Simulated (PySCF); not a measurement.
From results back to the method.

Compound: C3H7FSi.
SMILES: `C=C[C@H](F)[SiH3]`

The closed-shell ground state was solved 6 times with PySCF (density fitting, gas phase), always with PBE0, in these basis sets: 6-311+G(2d,p), 6-31G, 6-31G*, STO-3G, cc-pVDZ and cc-pVTZ. Geometry: PBE0-D3(BJ)/def2-SVP, one conformer, isolated molecule.

```json
{"row": "P", "total energy (Eh)": "-507.5315", "HOMO (eV)": "-7.57", "LUMO (eV)": "-0.58", "dipole (D)": "1.67"}
{"row": "Q", "total energy (Eh)": "-507.4262", "HOMO (eV)": "-7.27", "LUMO (eV)": "-0.01", "dipole (D)": "1.51"}
{"row": "R", "total energy (Eh)": "-501.2619", "HOMO (eV)": "-4.44", "LUMO (eV)": "3.34", "dipole (D)": "0.92"}
{"row": "S", "total energy (Eh)": "-507.3507", "HOMO (eV)": "-7.40", "LUMO (eV)": "-0.04", "dipole (D)": "1.88"}
{"row": "T", "total energy (Eh)": "-507.4606", "HOMO (eV)": "-7.39", "LUMO (eV)": "-0.21", "dipole (D)": "1.49"}
{"row": "U", "total energy (Eh)": "-507.5446", "HOMO (eV)": "-7.50", "LUMO (eV)": "-0.41", "dipole (D)": "1.52"}
```

**Question.** Which basis belongs to which row?

**Answer.** P = 6-311+G(2d,p), Q = 6-31G*, R = STO-3G, S = 6-31G, T = cc-pVDZ, U = cc-pVTZ. From the lowest total energy up: cc-pVTZ (252 functions) 0 eV; 6-311+G(2d,p) (185 functions) +0.35 eV; cc-pVDZ (109 functions) +2.28 eV; 6-31G* (88 functions) +3.22 eV; 6-31G (63 functions) +5.28 eV; STO-3G (36 functions) +170.96 eV.

The values belong to the conformer `[CH2:1]=[CH:2][C@H:3]([F:4])[SiH3:5]`: C1–C2–C3–F4 -142°.
